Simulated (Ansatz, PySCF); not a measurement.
Molecule: SeF$_{3}$, charge 0, multiplicity 2. It need not be the lowest isomer of its formula. SMILES: F[Se](F)F
Geometry: optimised at B3LYP-D3(BJ)/def2-TZVP (Ansatz, a first-principles code).

Quantity: atomisation energy (electronic, to ground-state atoms), in kcal/mol. Valence correlation only, unless marked. UHF or UKS for open shells. No spin-orbit coupling. The frozen core is the preceding noble-gas configuration, with the filled d and f shells of earlier blocks. Non-relativistic. The coupled-cluster limit lacks core correlation, which all-electron functionals hold. CBS marks a two-point X^-3 extrapolation of the correlation energy; Hartree-Fock from the larger set. [CCSD(T)-MP2]/basis is that difference in the basis named.

| level | program | atomisation energy (kcal/mol) |
|---|---|---|
| PBE-D3(BJ)/def2-TZVPD | Ansatz + dftd3 | ? |
| BLYP-D4/def2-TZVPD | Ansatz + dftd4 | 252.1 |
| revPBE-D4/def2-TZVPD | Ansatz + dftd4 | ? |
| r2SCAN-D4/def2-TZVPD | Ansatz + dftd4 | ? |
| B3LYP-D4/def2-TZVPD | Ansatz + dftd4 | 232.5 |
| TPSSh/def2-TZVPD | PySCF | 234.4 |
| CCSD/STO-3G | Ansatz | 47.8 |
| RI-MP2/CBS(cc-pVTZ,cc-pVQZ)+[CCSD(T)-MP2]/cc-pVTZ | Ansatz | 230.4 |

Q: Fill in the missing entries.

A: 
- PBE-D3(BJ)/def2-TZVPD, atomisation energy (kcal/mol): 261.9
- revPBE-D4/def2-TZVPD, atomisation energy (kcal/mol): 246.1
- r2SCAN-D4/def2-TZVPD, atomisation energy (kcal/mol): 240.4
